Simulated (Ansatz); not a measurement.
A structure relaxed at PBE0-D4/def2-TZVP, charge 0, multiplicity 1:

```tsv
atom	x (Å)	y (Å)	z (Å)
B1	1.3737	0.8918	0.1419
C2	0.1212	-0.0127	0.1086
C3	0.0402	-0.9815	1.0434
Al4	-1.3574	0.0900	-1.1402
F5	-1.3634	1.2326	-2.3308
H6	1.5443	1.7752	-0.6478
H7	2.2048	0.7011	0.9885
H8	-0.7961	-1.6797	1.1158
H9	0.8229	-1.1205	1.7911
H10	-2.5902	-0.8964	-1.0703
```

Give its formula and SMILES.

C2H5AlBF, `B[C](=C)[AlH][F]`.

Point group (tolerance 0.08 Å, 0.16 Å for H)?

Cs.

Summarise the bond lengths by kind.

1 × B–C 1.545 Å; 2 × B–H 1.197 to 1.202 Å; 1 × C–C 1.349 Å; 1 × Al–C 1.938 Å; 2 × C–H 1.091 to 1.092 Å; 1 × Al–F 1.650 Å; 1 × Al–H 1.580 Å.

Computed with Ansatz.
